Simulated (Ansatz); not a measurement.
Born–Oppenheimer molecular dynamics of a periodic cell of 17 atoms, Si16O (host Si, host structure diamond, interstitial O). It goes on from the last frame of an earlier run, with new velocities.

All numbers below come from DFT LDA, scalar-relativistic, plane waves, PAW in Ansatz 0.2.0. Settings: accuracy low, PAW set soft_1, cutoff 420 eV, k mesh 2x2x2, fermi-dirac smearing 0.02 eV, spin collinear.

- ensemble: NVT, Langevin thermostat
- time step: 1 fs
- steps asked: 70
- set temperature: 1260 K
- friction: 0.01 /fs
- seed: 93500

Frames 2 fs apart, positions in Å, forces in eV/Å.

Velocities at 20 fs (Å/ps):

```
Si -8.04 2.45 2.15
Si 2.40 -6.69 7.78
Si 4.92 -16.12 8.07
Si 3.67 4.58 -3.05
Si 9.98 2.71 9.43
Si -0.43 -5.76 0.12
Si -2.67 2.19 -1.11
Si -3.61 8.88 -7.73
Si -10.50 2.08 2.25
Si 2.10 5.53 -1.94
Si -8.70 1.68 -5.13
Si 0.17 -3.53 -0.50
Si 9.23 1.93 2.69
Si -0.13 1.34 -10.00
Si 8.62 10.35 1.09
Si 5.79 10.10 -3.52
O 6.77 -3.57 -18.26
```

```xyz
17
Lattice="0.0000 5.4300 5.4300 5.4300 0.0000 5.4300 5.4300 5.4300 0.0000" Properties=species:S:1:pos:R:3:forces:R:3 time_fs=20 energy_less_start_eV=0.275 T=1325
Si 0.296 -0.285 -0.135 -0.04 0.48 0.04
Si 1.208 1.602 1.325 -0.07 -0.91 -2.29
Si 2.668 2.649 -0.133 0.64 0.66 -0.81
Si 4.006 4.185 1.150 1.42 -1.97 -1.47
Si 2.556 0.329 2.671 0.94 -1.08 0.49
Si 4.244 1.310 4.127 0.65 0.54 -0.02
Si 5.314 2.965 2.775 -1.15 -0.59 -0.57
Si 6.773 4.230 3.936 0.80 -0.06 1.50
Si 0.006 2.838 2.692 -1.01 -0.11 1.31
Si 1.691 3.840 3.858 0.06 0.50 0.98
Si 2.921 5.356 2.600 -1.89 1.99 0.80
Si 4.230 6.658 3.980 0.01 0.80 1.28
Si 2.772 2.755 5.647 -0.76 -0.67 -0.64
Si 3.989 4.153 6.918 0.71 1.94 -0.09
Si 5.619 5.473 5.600 -1.54 -0.64 -0.85
Si 6.614 6.966 6.984 2.10 -0.52 -0.12
O 4.989 1.930 5.597 -0.87 -0.34 0.46
17
Lattice="0.0000 5.4300 5.4300 5.4300 0.0000 5.4300 5.4300 5.4300 0.0000" Properties=species:S:1:pos:R:3:forces:R:3 time_fs=22 energy_less_start_eV=0.355 T=1179
Si 0.280 -0.280 -0.131 0.23 0.49 -0.05
Si 1.212 1.588 1.338 -0.12 -0.82 -2.05
Si 2.677 2.620 -0.116 0.54 0.96 -0.97
Si 4.014 4.194 1.143 1.15 -2.08 -1.30
Si 2.576 0.333 2.691 0.83 -1.08 0.27
Si 4.244 1.300 4.126 0.64 0.62 -0.23
Si 5.309 2.969 2.773 -1.14 -0.59 -0.60
Si 6.765 4.248 3.919 0.93 -0.30 1.77
Si -0.015 2.841 2.696 -0.70 -0.15 1.18
Si 1.696 3.849 3.855 -0.15 0.34 1.01
Si 2.903 5.363 2.589 -1.67 1.99 0.78
Si 4.231 6.653 3.980 -0.08 0.75 1.26
Si 2.789 2.756 5.651 -0.91 -0.70 -0.90
Si 3.990 4.157 6.898 0.88 2.12 0.13
Si 5.637 5.494 5.604 -1.62 -0.82 -0.98
Si 6.625 6.984 6.979 2.06 -0.47 -0.01
O 4.999 1.923 5.564 -0.84 -0.26 0.70
17
Lattice="0.0000 5.4300 5.4300 5.4300 0.0000 5.4300 5.4300 5.4300 0.0000" Properties=species:S:1:pos:R:3:forces:R:3 time_fs=24 energy_less_start_eV=0.421 T=1197
Si 0.265 -0.274 -0.129 0.51 0.51 -0.15
Si 1.218 1.572 1.348 -0.16 -0.70 -1.78
Si 2.688 2.595 -0.102 0.45 1.19 -1.07
Si 4.024 4.204 1.134 0.80 -2.13 -1.03
Si 2.595 0.335 2.712 0.71 -1.05 0.05
Si 4.246 1.292 4.123 0.59 0.67 -0.47
Si 5.304 2.972 2.769 -1.13 -0.58 -0.64
Si 6.756 4.263 3.902 1.00 -0.48 2.01
Si -0.037 2.845 2.698 -0.33 -0.20 1.04
Si 1.701 3.859 3.856 -0.37 0.18 0.99
Si 2.884 5.376 2.580 -1.39 1.87 0.68
Si 4.233 6.652 3.981 -0.16 0.72 1.23
Si 2.800 2.756 5.655 -0.97 -0.68 -1.10
Si 3.992 4.166 6.878 0.98 2.22 0.33
Si 5.654 5.517 5.607 -1.70 -1.01 -1.15
Si 6.639 6.997 6.976 1.98 -0.37 0.13
O 5.005 1.917 5.531 -0.81 -0.15 0.95
17
Lattice="0.0000 5.4300 5.4300 5.4300 0.0000 5.4300 5.4300 5.4300 0.0000" Properties=species:S:1:pos:R:3:forces:R:3 time_fs=26 energy_less_start_eV=0.490 T=1205
Si 0.251 -0.266 -0.124 0.84 0.53 -0.28
Si 1.223 1.554 1.355 -0.21 -0.55 -1.48
Si 2.702 2.572 -0.088 0.34 1.35 -1.13
Si 4.034 4.213 1.122 0.38 -2.13 -0.66
Si 2.617 0.337 2.732 0.54 -1.02 -0.18
Si 4.250 1.283 4.120 0.56 0.75 -0.72
Si 5.300 2.977 2.763 -1.09 -0.58 -0.64
Si 6.751 4.277 3.889 1.02 -0.60 2.17
Si -0.060 2.854 2.702 0.06 -0.30 0.89
Si 1.708 3.870 3.858 -0.59 0.03 0.99
Si 2.864 5.393 2.575 -1.05 1.69 0.52
Si 4.237 6.653 3.986 -0.24 0.69 1.16
Si 2.812 2.755 5.659 -0.99 -0.61 -1.27
Si 3.996 4.179 6.862 1.04 2.27 0.46
Si 5.666 5.539 5.609 -1.73 -1.18 -1.28
Si 6.653 7.011 6.973 1.88 -0.30 0.25
O 5.009 1.911 5.502 -0.76 -0.04 1.19
17
Lattice="0.0000 5.4300 5.4300 5.4300 0.0000 5.4300 5.4300 5.4300 0.0000" Properties=species:S:1:pos:R:3:forces:R:3 time_fs=28 energy_less_start_eV=0.583 T=1211
Si 0.236 -0.262 -0.120 1.20 0.57 -0.42
Si 1.227 1.537 1.358 -0.28 -0.42 -1.15
Si 2.717 2.553 -0.073 0.26 1.45 -1.17
Si 4.045 4.218 1.106 -0.08 -2.07 -0.21
Si 2.641 0.338 2.754 0.31 -0.98 -0.46
Si 4.254 1.272 4.116 0.55 0.84 -0.89
Si 5.294 2.981 2.756 -1.02 -0.55 -0.61
Si 6.746 4.291 3.877 1.00 -0.70 2.27
Si -0.084 2.864 2.708 0.48 -0.37 0.73
Si 1.718 3.879 3.858 -0.83 -0.11 0.99
Si 2.846 5.413 2.571 -0.67 1.45 0.32
Si 4.242 6.653 3.989 -0.34 0.68 1.09
Si 2.823 2.753 5.661 -0.96 -0.52 -1.41
Si 4.000 4.194 6.844 1.08 2.26 0.57
Si 5.679 5.564 5.609 -1.75 -1.34 -1.37
Si 6.668 7.026 6.972 1.75 -0.24 0.34
O 5.012 1.902 5.479 -0.70 0.05 1.38
17
Lattice="0.0000 5.4300 5.4300 5.4300 0.0000 5.4300 5.4300 5.4300 0.0000" Properties=species:S:1:pos:R:3:forces:R:3 time_fs=30 energy_less_start_eV=0.682 T=1207
Si 0.222 -0.260 -0.117 1.57 0.65 -0.58
Si 1.232 1.519 1.356 -0.37 -0.30 -0.82
Si 2.733 2.536 -0.061 0.21 1.51 -1.18
Si 4.059 4.220 1.094 -0.60 -2.00 0.20
Si 2.663 0.339 2.776 0.13 -0.96 -0.77
Si 4.258 1.266 4.110 0.56 0.90 -1.04
Si 5.288 2.985 2.747 -0.84 -0.51 -0.50
Si 6.743 4.309 3.870 0.88 -0.83 2.28
Si -0.111 2.874 2.710 0.92 -0.47 0.61
Si 1.725 3.889 3.860 -1.03 -0.21 0.94
Si 2.829 5.438 2.567 -0.34 1.14 0.18
Si 4.249 6.653 3.992 -0.44 0.69 1.00
Si 2.831 2.748 5.662 -0.87 -0.38 -1.52
Si 4.008 4.208 6.825 1.02 2.24 0.63
Si 5.688 5.586 5.606 -1.71 -1.42 -1.37
Si 6.685 7.040 6.971 1.53 -0.23 0.39
O 5.011 1.891 5.461 -0.61 0.14 1.56
17
Lattice="0.0000 5.4300 5.4300 5.4300 0.0000 5.4300 5.4300 5.4300 0.0000" Properties=species:S:1:pos:R:3:forces:R:3 time_fs=32 energy_less_start_eV=0.765 T=1273
Si 0.212 -0.259 -0.110 1.89 0.73 -0.75
Si 1.234 1.500 1.348 -0.41 -0.17 -0.50
Si 2.750 2.521 -0.052 0.12 1.53 -1.11
Si 4.071 4.220 1.082 -1.09 -1.88 0.54
Si 2.684 0.340 2.799 -0.07 -0.93 -1.13
Si 4.261 1.260 4.103 0.62 0.97 -1.15
Si 5.278 2.989 2.734 -0.58 -0.45 -0.31
Si 6.744 4.327 3.869 0.67 -1.01 2.19
Si -0.137 2.884 2.711 1.30 -0.55 0.51
Si 1.730 3.902 3.859 -1.20 -0.30 0.91
Si 2.814 5.465 2.566 -0.02 0.80 0.06
Si 4.254 6.653 3.997 -0.50 0.71 0.86
Si 2.838 2.744 5.659 -0.73 -0.19 -1.59
Si 4.018 4.226 6.807 0.92 2.17 0.66
Si 5.698 5.604 5.599 -1.62 -1.41 -1.26
Si 6.706 7.056 6.972 1.23 -0.26 0.37
O 5.004 1.876 5.450 -0.53 0.24 1.71
17
Lattice="0.0000 5.4300 5.4300 5.4300 0.0000 5.4300 5.4300 5.4300 0.0000" Properties=species:S:1:pos:R:3:forces:R:3 time_fs=34 energy_less_start_eV=0.836 T=1311
Si 0.207 -0.260 -0.102 2.14 0.81 -0.91
Si 1.234 1.480 1.341 -0.42 -0.05 -0.23
Si 2.769 2.507 -0.043 0.00 1.54 -1.01
Si 4.082 4.217 1.072 -1.53 -1.75 0.83
Si 2.708 0.334 2.822 -0.26 -0.86 -1.53
Si 4.267 1.253 4.093 0.80 1.12 -1.04
Si 5.268 2.991 2.722 -0.25 -0.40 -0.13
Si 6.751 4.346 3.868 0.40 -1.26 2.10
Si -0.162 2.893 2.715 1.63 -0.57 0.39
Si 1.732 3.914 3.862 -1.33 -0.38 0.84
Si 2.797 5.491 2.566 0.32 0.48 0.01
Si 4.260 6.657 4.005 -0.59 0.67 0.69
Si 2.842 2.740 5.654 -0.46 0.10 -1.60
Si 4.030 4.249 6.789 0.77 1.94 0.62
Si 5.710 5.621 5.588 -1.49 -1.36 -1.10
Si 6.732 7.069 6.971 0.83 -0.27 0.38
O 4.995 1.860 5.449 -0.55 0.26 1.69
17
Lattice="0.0000 5.4300 5.4300 5.4300 0.0000 5.4300 5.4300 5.4300 0.0000" Properties=species:S:1:pos:R:3:forces:R:3 time_fs=36 energy_less_start_eV=0.900 T=1211
Si 0.205 -0.258 -0.093 2.34 0.88 -1.07
Si 1.234 1.461 1.335 -0.37 0.10 -0.01
Si 2.787 2.498 -0.038 -0.18 1.52 -0.88
Si 4.090 4.216 1.059 -1.91 -1.64 1.10
Si 2.731 0.325 2.845 -0.48 -0.77 -1.92
Si 4.273 1.246 4.083 1.07 1.30 -0.83
Si 5.254 2.992 2.708 0.07 -0.35 0.03
Si 6.758 4.363 3.867 0.12 -1.56 2.01
Si -0.184 2.900 2.719 1.87 -0.56 0.27
Si 1.730 3.925 3.865 -1.42 -0.45 0.78
Si 2.781 5.515 2.568 0.64 0.16 -0.01
Si 4.262 6.660 4.016 -0.66 0.65 0.47
Si 2.845 2.739 5.645 -0.17 0.39 -1.55
Si 4.042 4.279 6.776 0.61 1.58 0.57
Si 5.714 5.631 5.573 -1.26 -1.20 -0.82
Si 6.759 7.081 6.972 0.39 -0.32 0.28
O 4.986 1.847 5.453 -0.63 0.25 1.58
17
Lattice="0.0000 5.4300 5.4300 5.4300 0.0000 5.4300 5.4300 5.4300 0.0000" Properties=species:S:1:pos:R:3:forces:R:3 time_fs=38 energy_less_start_eV=0.930 T=1185
Si 0.209 -0.254 -0.089 2.37 0.88 -1.12
Si 1.232 1.444 1.330 -0.29 0.25 0.14
Si 2.806 2.492 -0.032 -0.40 1.47 -0.76
Si 4.093 4.215 1.048 -2.12 -1.46 1.24
Si 2.753 0.315 2.862 -0.74 -0.72 -2.20
Si 4.279 1.240 4.073 1.39 1.53 -0.54
Si 5.238 2.995 2.692 0.39 -0.35 0.21
Si 6.762 4.375 3.870 -0.06 -1.81 1.86
Si -0.200 2.907 2.725 1.99 -0.54 0.16
Si 1.724 3.937 3.870 -1.43 -0.47 0.65
Si 2.768 5.540 2.571 0.91 -0.20 0.04
Si 4.263 6.661 4.028 -0.71 0.67 0.24
Si 2.851 2.745 5.634 0.10 0.63 -1.43
Si 4.053 4.313 6.769 0.47 1.16 0.50
Si 5.718 5.639 5.556 -1.01 -0.99 -0.48
Si 6.788 7.093 6.976 -0.07 -0.30 0.11
O 4.975 1.838 5.463 -0.78 0.23 1.38
17
Lattice="0.0000 5.4300 5.4300 5.4300 0.0000 5.4300 5.4300 5.4300 0.0000" Properties=species:S:1:pos:R:3:forces:R:3 time_fs=40 energy_less_start_eV=0.977 T=1171
Si 0.213 -0.252 -0.088 2.29 0.82 -1.09
Si 1.229 1.427 1.328 -0.21 0.40 0.24
Si 2.823 2.487 -0.024 -0.65 1.41 -0.66
Si 4.092 4.209 1.040 -2.18 -1.22 1.26
Si 2.773 0.303 2.875 -1.02 -0.68 -2.39
Si 4.287 1.233 4.064 1.72 1.76 -0.21
Si 5.222 2.999 2.676 0.69 -0.40 0.39
Si 6.766 4.385 3.875 -0.18 -2.02 1.69
Si -0.213 2.915 2.731 2.07 -0.53 0.08
Si 1.716 3.950 3.876 -1.39 -0.48 0.49
Si 2.755 5.564 2.568 1.18 -0.56 0.20
Si 4.264 6.663 4.043 -0.77 0.70 -0.04
Si 2.855 2.753 5.624 0.41 0.87 -1.33
Si 4.065 4.350 6.766 0.33 0.72 0.42
Si 5.720 5.645 5.541 -0.74 -0.78 -0.15
Si 6.818 7.105 6.977 -0.57 -0.24 -0.04
O 4.962 1.830 5.478 -0.98 0.23 1.13
17
Lattice="0.0000 5.4300 5.4300 5.4300 0.0000 5.4300 5.4300 5.4300 0.0000" Properties=species:S:1:pos:R:3:forces:R:3 time_fs=42 energy_less_start_eV=1.039 T=1204
Si 0.218 -0.246 -0.088 2.14 0.70 -1.04
Si 1.226 1.412 1.323 -0.15 0.55 0.38
Si 2.837 2.483 -0.015 -0.89 1.35 -0.59
Si 4.088 4.201 1.034 -2.13 -0.94 1.23
Si 2.793 0.289 2.881 -1.28 -0.60 -2.49
Si 4.295 1.227 4.054 2.00 1.95 0.11
Si 5.208 3.001 2.665 0.96 -0.44 0.53
Si 6.771 4.389 3.879 -0.25 -2.20 1.54
Si -0.227 2.924 2.737 2.15 -0.53 0.02
Si 1.708 3.965 3.879 -1.34 -0.52 0.36
Si 2.746 5.587 2.565 1.42 -0.90 0.37
Si 4.264 6.666 4.061 -0.84 0.73 -0.35
Si 2.863 2.761 5.615 0.67 1.07 -1.23
Si 4.077 4.388 6.763 0.20 0.28 0.33
Si 5.719 5.646 5.523 -0.40 -0.53 0.21
Si 6.848 7.120 6.980 -1.04 -0.19 -0.24
O 4.945 1.825 5.496 -1.21 0.23 0.85
```

Of the whole run (70 fs, mean temperature of the second half 1599 K): The mean temperature of the second half is 27 % above the set value. A run of 0.07 ps of so small a system gives no equilibrium averages. Limits of this set-up: PAW files made for another functional, a small cell, in which the defect meets its images, low accuracy level.

Time of the run: 17 min on 1 thread of Arm Neoverse V2 (shared host), peak memory 0.61 GiB.
